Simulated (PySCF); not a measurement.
C₃H₅, SMILES C=[C]C, multiplicity 2. Atoms are numbered in the order given.

```xyz
8

C     -0.0971    -1.3394     0.0000
C      0.3784    -0.1245     0.0000
C     -0.0757     1.2672     0.0000
H      0.5414    -2.2167     0.0000
H     -1.1741    -1.5291     0.0000
H     -1.1740     1.3204     0.0000
H      0.2865     1.8026    -0.8810
H      0.2865     1.8026     0.8810
```
Charge 0, spin multiplicity 2.

The structure is a stationary point at B3LYP-D3(BJ)/def2-TZVP. The isomer is the one that the SMILES or the coordinates give; other isomers of the formula were not compared.

Computed with B3LYP-D3(BJ)/def2-TZVP run with PySCF.

No scaling factor is applied to the harmonic values.

Computed harmonic wavenumbers and intensities:
| mode | ν (cm⁻¹) | IR (km/mol) | moving atoms (share of kinetic energy) |
|---|---|---|---|
| 1 | 186 | 3.1 | H 75 %, C 25 % |
| 2 | 316 | 4.1 | C 56 %, H 44 % |
| 3 | 480 | 5.7 | H 80 %, C 20 % |
| 4 | 889 | 50.7 | H 74 %, C 26 % |
| 5 | 902 | 0.8 | H 53 %, C 47 % |
| 6 | 939 | 4.2 | H 54 %, C 46 % |
| 7 | 1053 | 0.0 | H 68 %, C 32 % |
| 8 | 1104 | 1.9 | H 50 %, C 50 % |
| 9 | 1393 | 1.2 | H 84 %, C 16 % |
| 10 | 1422 | 2.7 | H 87 %, C 13 % |
| 11 | 1454 | 8.2 | H 97 % |
| 12 | 1472 | 13.5 | H 96 % |
| 13 | 1748 | 21.5 | C 96 % |
| 14 | 2965 | 23.7 | H 95 % |
| 15 | 3030 | 13.7 | H 94 % |
| 16 | 3053 | 13.0 | H 93 % |
| 17 | 3078 | 8.6 | H 91 %, C 9 % |
| 18 | 3152 | 4.3 | H 91 %, C 9 % |
